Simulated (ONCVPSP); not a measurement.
**gold, ONCV: configuration errors across variants**

- Element: gold (Au)
- Generator: ONCVPSP 4.0.1
- Type: optimised norm-conserving Vanderbilt (ONCV)
- Functional: LDA (Perdew-Wang 92)
- Relativity: fully relativistic
- Frozen core: [Kr] 4d10 4f14
- Valence charge: 19
- Reference configuration: 5s2 5p6 5d10 6s1
- Partial waves: 5s+6s: rc 1.25 bohr, ncon 3, nbas 7, qcut 9.3 1/bohr, 3 projectors, debl 2.2 Ha; 5p: rc 1.05 bohr, ncon 4, nbas 7, qcut 8.7 1/bohr, 1 projector; 5d: rc 1.85 bohr, ncon 4, nbas 8, qcut 6.9 1/bohr, 2 projectors, debl 0.4 Ha; f scattering state at 0.05 Ha: rc 1.45 bohr, ncon 4, nbas 8, qcut 8 1/bohr, 2 projectors, debl 2 Ha
- Local potential: polynomial inside 0.70 bohr (lpopt 5, dvloc0 0 Ha)
- Core correction: none

Open shells are filled in proportion to 2j + 1.

All-electron excitation energies from the reference (eV): (1) 5s2 5p6 5d10 6s0 9.783; (2) 5s2 5p6 5d9 6s0 31.306; (3) 5s2 5p6 5d8 6s0 65.479.

3 further variants failed, have other tests or too few solved ones, and are left out.

A true bound ghost makes a file unfit for plane-wave use even where its test errors are small: the radial tests pick states by their node count and pass the ghost by.

Errors AE − PS in meV (a dash: test not solved or not reliable):

```tsv
change	(1)	(2)	(3)	bound ghosts	GHOST(+) flags above zero
base	+0.8	+0.9	+2.1	s, p3/2, f7/2, p1/2, f5/2	f7/2, d3/2, f5/2
f: nproj 1	+0.8	+0.9	+2.1	s, p3/2, p1/2	d3/2
f: rc 1.05, qcut 11, nproj 0; local potential the f channel	+0.7	+0.6	+0.4	p3/2, p1/2, d5/2, d3/2	none
s: rc 1.54	+0.3	+0.3	+1.5	s, p3/2, f7/2, p1/2, f5/2	f7/2, d3/2, f5/2
d: nbas 7	+0.7	+0.9	+1.5	s, p3/2, f7/2, p1/2, f5/2	f7/2, f5/2
```

Problem. Give the same row for: all radii scaled by about 1.28 (s 1.60, p 1.34, d 2.36, f 1.84 bohr); local potential polynomial inside 0.90 bohr (lpopt 5, dvloc0 0 Ha).

Solution. +1.4, +2.3, +35; bound ghosts: none; GHOST(+) flags above zero: s, p3/2, d5/2.
